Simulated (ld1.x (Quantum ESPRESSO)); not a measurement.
## An all-electron radial function and its pseudo partner (Pm (Z = 61))

Columns: radius, all-electron u(r) and pseudo u(r) of the 5p shell (level -22.68 eV) of promethium in the configuration [Kr] 4d10 4f5 5s2 5p6 5d0 6s2 6p0; PBEsol, scalar-relativistic, TM scheme, ld1.x (Quantum ESPRESSO) 7.5.

```csv
r (bohr),all-electron,pseudo
0.192,-0.3000,-0.0370
0.385,0.3118,-0.1419
0.578,0.3839,-0.2955
0.770,-0.0441,-0.4687
0.962,-0.4760,-0.6316
1.155,-0.7517,-0.7578
1.348,-0.8722,-0.8291
1.540,-0.8828,-0.8415
1.732,-0.8284,-0.8036
1.925,-0.7409,-0.7301
2.118,-0.6418,-0.6385
2.310,-0.5441,-0.5435
2.502,-0.4541,-0.4540
2.695,-0.3742,-0.3742
2.888,-0.3059,-0.3059
3.080,-0.2487,-0.2487
3.272,-0.2013,-0.2013
3.465,-0.1622,-0.1622
3.658,-0.1303,-0.1303
3.850,-0.1045,-0.1045
4.043,-0.0836,-0.0836
4.235,-0.0668,-0.0668
4.428,-0.0532,-0.0532
4.620,-0.0423,-0.0423
4.812,-0.0337,-0.0337
5.005,-0.0267,-0.0267
```

Problem. How many radial nodes do the two functions have?

Solution. The all-electron 5p function has n − l − 1 = 3 (the table is too coarse to show those close to the nucleus); the pseudo-wave has 0, since the states of the same l below it are removed with the core.

Problem. At about which radius was the pseudo-wave matched?

Solution. 2.75 bohr. The columns agree to 0.0005 from 2.50 bohr on; several derivatives are matched, so the curves merge somewhat inside the radius.

Problem. Is the pseudo-wave norm-conserving?

Solution. Yes: the TM scheme keeps the norm inside the radius equal to the all-electron one, which fixes the energy derivative of the logarithmic derivative at the level.
